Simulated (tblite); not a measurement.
A geometry optimisation, step by step.

Species: CH7Cl3P2Si3.
Atom-mapped SMILES: `[Cl:1][C:2]([Cl:3])([Cl:4])[Si@@H:5]1[SiH2:6][PH:7][SiH2:8][PH:9]1` (hydrogens: H10 on Si5; H11, H12 on Si6; H13 on P7; H14, H15 on Si8; H16 on P9)

Computed with GFN2-xTB (tblite), gas phase: L-BFGS steps from a force-field or distance-geometry start until the largest atomic force falls under 0.01 eV/Å. 11 of its 102 geometries are shown.

Step 0: E = -804.6339 eV, largest atomic force 2.570 eV/Å
```
atom  x, y, z in Å  |  force x, y, z in eV/Å
Cl1     3.513    1.356   -0.409   -0.121  -0.099  -0.122
C2      2.301    0.118   -0.877    1.570   0.355  -0.814
Cl3     1.557    0.588   -2.402   -0.045   0.020  -0.049
Cl4     3.166   -1.427   -1.096   -0.119   0.140  -0.004
Si5     1.065   -0.047    0.480   -1.507  -0.314   2.058
Si6    -0.485   -1.674   -0.077    0.218  -0.853  -0.139
P7     -2.489   -0.820    0.360   -0.515  -0.469   0.548
Si8    -1.900    1.228   -0.252   -0.593   0.515  -0.349
P9     -0.122    1.811    0.933    0.550   0.545   0.550
H10     1.679   -0.395    1.791    0.272   0.150  -0.413
H11    -0.301   -2.908    0.731   -0.120   0.255  -0.233
H12    -0.436   -1.994   -1.520   -0.141  -0.047   0.229
H13    -2.346   -0.639    1.768    0.101  -0.048  -0.732
H14    -3.007    2.156    0.048    0.186  -0.110  -0.061
H15    -1.569    1.244   -1.693   -0.075   0.004   0.269
H16    -0.633    1.413    2.203    0.339  -0.044  -0.736
```

Step 10: E = -804.9778 eV, largest atomic force 0.277 eV/Å
```
atom  x, y, z in Å  |  force x, y, z in eV/Å
Cl1     3.525    1.376   -0.420    0.028   0.082   0.091
C2      2.319    0.150   -0.824    0.115   0.039   0.070
Cl3     1.549    0.599   -2.343   -0.206   0.099  -0.156
Cl4     3.146   -1.394   -1.070    0.067  -0.148   0.049
Si5     1.008   -0.066    0.589   -0.137  -0.158  -0.012
Si6    -0.514   -1.749   -0.074    0.060   0.015  -0.024
P7     -2.543   -0.846    0.318    0.079  -0.099  -0.045
Si8    -1.935    1.255   -0.229   -0.030  -0.026  -0.063
P9     -0.073    1.877    0.892    0.134  -0.009   0.003
H10     1.827   -0.362    1.770    0.084   0.051   0.009
H11    -0.346   -2.975    0.716   -0.094   0.033  -0.052
H12    -0.482   -2.050   -1.511   -0.001  -0.046   0.084
H13    -2.300   -0.663    1.668   -0.044  -0.028   0.058
H14    -3.022    2.183    0.053   -0.053   0.068   0.069
H15    -1.601    1.255   -1.648   -0.026   0.043  -0.133
H16    -0.566    1.419    2.103    0.023   0.083   0.051
```

Step 20: E = -805.0156 eV, largest atomic force 0.111 eV/Å
```
atom  x, y, z in Å  |  force x, y, z in eV/Å
Cl1     3.497    1.396   -0.383    0.030   0.074   0.048
C2      2.318    0.155   -0.800   -0.028  -0.013   0.069
Cl3     1.498    0.626   -2.295   -0.061   0.005  -0.090
Cl4     3.169   -1.376   -1.061    0.045  -0.065  -0.068
Si5     1.020   -0.113    0.620    0.009  -0.055  -0.044
Si6    -0.501   -1.787   -0.080   -0.054   0.061   0.060
P7     -2.526   -0.859    0.281    0.032   0.007  -0.104
Si8    -1.933    1.261   -0.255    0.046  -0.061   0.081
P9     -0.027    1.856    0.839   -0.001   0.022  -0.069
H10     1.917   -0.320    1.766   -0.055  -0.031   0.033
H11    -0.441   -3.019    0.709    0.010  -0.007   0.018
H12    -0.475   -2.125   -1.508    0.047   0.014   0.049
H13    -2.337   -0.705    1.647    0.009   0.020  -0.034
H14    -3.003    2.188    0.110    0.011  -0.002   0.036
H15    -1.672    1.312   -1.696   -0.020   0.008   0.043
H16    -0.510    1.520    2.094   -0.019   0.022  -0.027
```

Step 30: E = -805.0399 eV, largest atomic force 0.137 eV/Å
```
atom  x, y, z in Å  |  force x, y, z in eV/Å
Cl1     3.435    1.419   -0.332    0.054   0.036  -0.001
C2      2.317    0.136   -0.792   -0.059  -0.017   0.029
Cl3     1.448    0.632   -2.260   -0.030   0.015  -0.002
Cl4     3.229   -1.338   -1.145    0.018  -0.029   0.007
Si5     1.032   -0.160    0.640    0.006  -0.045  -0.006
Si6    -0.499   -1.821   -0.047   -0.078   0.027   0.003
P7     -2.530   -0.869    0.196    0.110  -0.005  -0.013
Si8    -1.911    1.258   -0.250    0.007   0.010   0.031
P9      0.043    1.844    0.751   -0.089   0.057  -0.087
H10     1.903   -0.339    1.809   -0.008  -0.040   0.004
H11    -0.515   -3.051    0.748    0.040   0.023   0.034
H12    -0.387   -2.174   -1.463    0.023  -0.016  -0.016
H13    -2.399   -0.729    1.569   -0.034  -0.009  -0.001
H14    -2.950    2.164    0.234   -0.021   0.022   0.035
H15    -1.764    1.381   -1.698    0.026   0.012  -0.029
H16    -0.458    1.655    2.028    0.035  -0.041   0.014
```

Step 40: E = -805.0477 eV, largest atomic force 0.045 eV/Å
```
atom  x, y, z in Å  |  force x, y, z in eV/Å
Cl1     3.435    1.428   -0.327    0.012  -0.025  -0.031
C2      2.320    0.136   -0.780   -0.021  -0.016  -0.019
Cl3     1.413    0.635   -2.227    0.019   0.030  -0.012
Cl4     3.235   -1.329   -1.162    0.017   0.003   0.013
Si5     1.031   -0.169    0.638    0.001  -0.016   0.019
Si6    -0.496   -1.829   -0.045   -0.002   0.015   0.005
P7     -2.524   -0.872    0.153    0.011  -0.010  -0.019
Si8    -1.921    1.268   -0.250    0.018  -0.004   0.020
P9      0.055    1.844    0.701    0.002   0.015  -0.011
H10     1.880   -0.378    1.818   -0.003   0.003   0.002
H11    -0.502   -3.028    0.795    0.010   0.013   0.007
H12    -0.342   -2.215   -1.449   -0.016  -0.016   0.016
H13    -2.450   -0.749    1.533    0.002  -0.011  -0.028
H14    -2.945    2.160    0.293   -0.017   0.003   0.001
H15    -1.791    1.427   -1.698   -0.011   0.010  -0.002
H16    -0.405    1.680    1.995   -0.022   0.004   0.039
```

Step 50: E = -805.0512 eV, largest atomic force 0.059 eV/Å
```
atom  x, y, z in Å  |  force x, y, z in eV/Å
Cl1     3.456    1.417   -0.344    0.002  -0.015   0.000
C2      2.323    0.136   -0.783    0.004   0.002  -0.038
Cl3     1.412    0.651   -2.224    0.033  -0.021   0.022
Cl4     3.230   -1.335   -1.168   -0.024   0.019  -0.005
Si5     1.038   -0.167    0.639   -0.037  -0.020   0.012
Si6    -0.489   -1.830   -0.042    0.038  -0.009   0.000
P7     -2.518   -0.875    0.101   -0.005  -0.011  -0.010
Si8    -1.922    1.278   -0.243    0.012  -0.010   0.020
P9      0.061    1.847    0.700    0.009   0.030  -0.050
H10     1.876   -0.391    1.825    0.005   0.020  -0.022
H11    -0.486   -3.001    0.841   -0.013   0.018  -0.006
H12    -0.335   -2.271   -1.430    0.009   0.002   0.021
H13    -2.487   -0.781    1.482   -0.012   0.003   0.004
H14    -2.951    2.148    0.326   -0.013   0.006   0.018
H15    -1.824    1.475   -1.688    0.018   0.009  -0.006
H16    -0.391    1.708    1.998   -0.027  -0.024   0.040
```

Step 61: E = -805.0549 eV, largest atomic force 0.044 eV/Å
```
atom  x, y, z in Å  |  force x, y, z in eV/Å
Cl1     3.485    1.387   -0.352    0.003   0.006  -0.008
C2      2.325    0.132   -0.797   -0.009   0.010  -0.024
Cl3     1.427    0.664   -2.239    0.015  -0.004   0.010
Cl4     3.202   -1.356   -1.183   -0.015   0.000  -0.001
Si5     1.039   -0.147    0.630   -0.016  -0.033  -0.007
Si6    -0.470   -1.833   -0.029    0.022  -0.014   0.006
P7     -2.503   -0.882    0.030   -0.037   0.014  -0.019
Si8    -1.928    1.288   -0.228   -0.004   0.007  -0.017
P9      0.057    1.864    0.701    0.000  -0.001   0.007
H10     1.891   -0.362    1.804    0.016   0.008   0.023
H11    -0.494   -2.965    0.902   -0.001   0.010  -0.001
H12    -0.294   -2.343   -1.391    0.019   0.019   0.014
H13    -2.553   -0.821    1.411   -0.003   0.000   0.017
H14    -2.959    2.122    0.392   -0.001  -0.008  -0.006
H15    -1.836    1.550   -1.663   -0.007   0.002  -0.006
H16    -0.396    1.713    2.000    0.017  -0.017   0.010
```

Step 71: E = -805.0562 eV, largest atomic force 0.023 eV/Å
```
atom  x, y, z in Å  |  force x, y, z in eV/Å
Cl1     3.496    1.375   -0.362    0.006   0.003   0.002
C2      2.322    0.132   -0.806   -0.012   0.000  -0.001
Cl3     1.436    0.672   -2.249   -0.017  -0.001   0.006
Cl4     3.181   -1.367   -1.189    0.008  -0.011  -0.005
Si5     1.041   -0.146    0.629    0.010  -0.003  -0.006
Si6    -0.470   -1.833   -0.019    0.022   0.003   0.007
P7     -2.506   -0.882    0.002   -0.002   0.001  -0.004
Si8    -1.930    1.292   -0.227    0.000   0.005  -0.002
P9      0.055    1.861    0.708   -0.007   0.012   0.013
H10     1.904   -0.340    1.801    0.005  -0.003   0.005
H11    -0.500   -2.950    0.928   -0.006  -0.004   0.004
H12    -0.259   -2.353   -1.370    0.001   0.004  -0.007
H13    -2.580   -0.832    1.385   -0.006   0.004  -0.002
H14    -2.966    2.108    0.408    0.002   0.000  -0.008
H15    -1.843    1.578   -1.659   -0.004  -0.004   0.002
H16    -0.390    1.693    2.009    0.000  -0.004  -0.004
```

Step 81: E = -805.0569 eV, largest atomic force 0.028 eV/Å
```
atom  x, y, z in Å  |  force x, y, z in eV/Å
Cl1     3.503    1.367   -0.377   -0.004   0.007  -0.006
C2      2.319    0.130   -0.808   -0.007  -0.008   0.010
Cl3     1.416    0.670   -2.240   -0.005   0.006   0.000
Cl4     3.172   -1.372   -1.202   -0.009   0.002   0.002
Si5     1.050   -0.141    0.639    0.009  -0.020  -0.018
Si6    -0.462   -1.828   -0.009    0.005  -0.014  -0.005
P7     -2.501   -0.880   -0.011    0.001   0.010   0.009
Si8    -1.927    1.296   -0.230   -0.012  -0.009  -0.011
P9      0.053    1.861    0.721    0.003   0.013   0.007
H10     1.922   -0.333    1.804    0.001   0.001   0.007
H11    -0.506   -2.948    0.935    0.002   0.004   0.004
H12    -0.242   -2.346   -1.360    0.002   0.002   0.000
H13    -2.596   -0.832    1.370   -0.001   0.000  -0.009
H14    -2.969    2.108    0.401    0.010  -0.002  -0.004
H15    -1.842    1.581   -1.662    0.010   0.002   0.011
H16    -0.397    1.675    2.017   -0.006   0.006   0.002
```

Step 91: E = -805.0573 eV, largest atomic force 0.013 eV/Å
```
atom  x, y, z in Å  |  force x, y, z in eV/Å
Cl1     3.502    1.367   -0.397   -0.004  -0.002   0.008
C2      2.311    0.129   -0.809   -0.009   0.003   0.001
Cl3     1.391    0.672   -2.229   -0.006  -0.002  -0.009
Cl4     3.156   -1.374   -1.214   -0.002   0.005  -0.001
Si5     1.054   -0.144    0.649    0.004  -0.002  -0.001
Si6    -0.458   -1.830   -0.004    0.000   0.005   0.003
P7     -2.496   -0.880   -0.027    0.002   0.003   0.008
Si8    -1.919    1.296   -0.232   -0.003   0.003  -0.003
P9      0.055    1.857    0.733   -0.001   0.009   0.003
H10     1.936   -0.329    1.808   -0.004  -0.002   0.000
H11    -0.507   -2.943    0.948    0.001  -0.004  -0.001
H12    -0.225   -2.348   -1.352   -0.001  -0.007   0.005
H13    -2.612   -0.835    1.353    0.005  -0.002  -0.012
H14    -2.962    2.108    0.397    0.005  -0.004  -0.003
H15    -1.823    1.591   -1.661    0.005   0.000  -0.004
H16    -0.411    1.671    2.024    0.009  -0.001   0.007
```

Step 101: E = -805.0577 eV, largest atomic force 0.009 eV/Å
```
atom  x, y, z in Å  |  force x, y, z in eV/Å
Cl1     3.490    1.368   -0.407    0.002   0.001   0.001
C2      2.297    0.131   -0.812    0.002  -0.002   0.001
Cl3     1.365    0.676   -2.225   -0.002   0.000  -0.005
Cl4     3.137   -1.372   -1.227    0.003   0.008  -0.001
Si5     1.055   -0.143    0.658    0.003  -0.006  -0.001
Si6    -0.452   -1.833    0.005   -0.001   0.003   0.001
P7     -2.487   -0.879   -0.049   -0.002   0.000   0.004
Si8    -1.908    1.298   -0.235   -0.001   0.007   0.004
P9      0.059    1.859    0.745   -0.002  -0.001   0.001
H10     1.944   -0.328    1.811    0.001  -0.002  -0.003
H11    -0.510   -2.940    0.963   -0.003  -0.002   0.005
H12    -0.208   -2.365   -1.336    0.003  -0.006  -0.005
H13    -2.623   -0.841    1.329   -0.002   0.002  -0.001
H14    -2.955    2.105    0.395   -0.002   0.000  -0.004
H15    -1.803    1.604   -1.661    0.002   0.000   0.000
H16    -0.408    1.669    2.035   -0.002   0.000   0.001
```

**Question.** Summarise the path.

**Answer.** The energy falls by 40.90 kJ/mol from step 0 to step 101; nine tenths of that is first reached at step 20. It falls at every step. The largest force goes from 2.570 to 0.009 eV/Å. Among the bonds C2–Si5 changes most, from 1.844 to 1.944 Å; the atoms move by 0.315 Å rms after alignment.

**Question.** Follow the three bonds and two angles with the largest change from start to end.

**Answer.** 
| step | E above end (kJ/mol) | largest force (eV/Å) | C2–Si5 (Å) | Si8–P9 (Å) | P7–Si8 (Å) | C2–Si5–P9 (°) | Si6–Si5–H10 (°) |
| --- | --- | --- | --- | --- | --- | --- | --- |
| 0 | 40.90 | 2.570 | 1.844 | 2.215 | 2.216 | 115.3 | 108.9 |
| 4 | 14.51 | 0.469 | 1.977 | 2.284 | 2.269 | 111.5 | 113.2 |
| 9 | 8.55 | 0.250 | 1.938 | 2.263 | 2.258 | 109.6 | 115.4 |
| 13 | 5.95 | 0.151 | 1.946 | 2.266 | 2.254 | 107.4 | 118.9 |
| 18 | 4.62 | 0.151 | 1.935 | 2.278 | 2.272 | 106.0 | 120.7 |
| 22 | 3.64 | 0.119 | 1.945 | 2.269 | 2.255 | 104.6 | 121.9 |
| 26 | 2.39 | 0.142 | 1.943 | 2.261 | 2.257 | 102.4 | 122.3 |
| 31 | 1.55 | 0.133 | 1.945 | 2.272 | 2.258 | 100.8 | 121.7 |
| 35 | 1.25 | 0.045 | 1.945 | 2.265 | 2.259 | 100.3 | 121.3 |
| 40 | 0.97 | 0.045 | 1.941 | 2.267 | 2.260 | 99.7 | 120.5 |
| 44 | 0.84 | 0.070 | 1.941 | 2.267 | 2.260 | 99.9 | 120.1 |
| 48 | 0.71 | 0.042 | 1.942 | 2.268 | 2.260 | 99.5 | 119.9 |
| 53 | 0.54 | 0.030 | 1.944 | 2.269 | 2.261 | 100.1 | 119.3 |
| 57 | 0.39 | 0.075 | 1.943 | 2.269 | 2.259 | 100.3 | 119.4 |
| 61 | 0.28 | 0.044 | 1.942 | 2.267 | 2.259 | 100.7 | 119.4 |
| 66 | 0.19 | 0.035 | 1.942 | 2.268 | 2.261 | 101.0 | 119.8 |
| 70 | 0.15 | 0.021 | 1.943 | 2.267 | 2.261 | 100.8 | 120.2 |
| 75 | 0.11 | 0.015 | 1.943 | 2.269 | 2.260 | 101.0 | 120.1 |
| 79 | 0.10 | 0.021 | 1.944 | 2.268 | 2.261 | 101.1 | 120.3 |
| 83 | 0.07 | 0.013 | 1.944 | 2.269 | 2.260 | 101.2 | 120.5 |
| 88 | 0.05 | 0.026 | 1.944 | 2.268 | 2.260 | 101.0 | 120.8 |
| 92 | 0.03 | 0.022 | 1.944 | 2.268 | 2.260 | 101.0 | 120.9 |
| 97 | 0.01 | 0.014 | 1.944 | 2.268 | 2.261 | 100.8 | 121.0 |
| 101 | 0.00 | 0.009 | 1.944 | 2.268 | 2.261 | 100.8 | 121.0 |

The cost below is that of the whole relaxation. The run took 3.1 s of wall time on one thread of an Arm Neoverse N1, no GPU (shared host).
